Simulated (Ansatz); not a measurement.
This geometry of CH₄F₂NPSi (10 atoms, charge 0, multiplicity 1) is a first-order saddle point.

The calculation used RKS B3LYP-D4/def2-SVP in Ansatz 0.2.0.

```xyz
10
Properties=species:S:1:pos:R:3
F -2.867 -0.096 1.455
C -1.576 0.178 1.262
N -0.844 -0.572 0.589
Si 0.839 -0.335 0.258
F 1.387 0.936 1.131
P 0.925 0.002 -1.884
H -1.313 1.120 1.777
H 1.659 -1.481 0.701
H 2.103 0.011 -2.636
H -0.229 0.186 -2.650
```

Task: Which two structures does it join? (They come from a converged band through this point; their orientation in space is the band's.)

Result: No bond is made or broken. The height of P6 over the plane of its neighbours goes from 0.87 to -0.88 Å.

Initial state:

```xyz
10
Properties=species:S:1:pos:R:3
F -2.893 0.009 1.572
C -1.600 0.262 1.359
N -0.930 -0.398 0.544
Si 0.726 -0.233 0.074
F 1.461 0.933 0.956
P 0.732 0.449 -2.078
H -1.276 1.102 1.998
H 1.420 -1.508 0.371
H 2.124 0.168 -2.245
H 0.320 -0.837 -2.548
```

Final state:

```xyz
10
Properties=species:S:1:pos:R:3
F -2.846 -0.079 1.582
C -1.580 0.205 1.267
N -0.862 -0.601 0.648
Si 0.777 -0.434 0.120
F 1.385 0.992 0.649
P 0.769 -0.558 -2.133
H -1.323 1.213 1.639
H 1.592 -1.512 0.729
H 2.073 0.023 -2.236
H 0.098 0.699 -2.261
```

Task: How far does it lie above each of them?

Result: 100.7 kJ/mol above the first and 100.8 kJ/mol above the second. This is the barrier of this one path; another mechanism may lie lower.

Time of the run: 9.5 min on 2 threads of Intel(R) Xeon(R) Platinum 8488C (Sapphire Rapids), with other jobs on the host, peak memory 0.31 GiB.
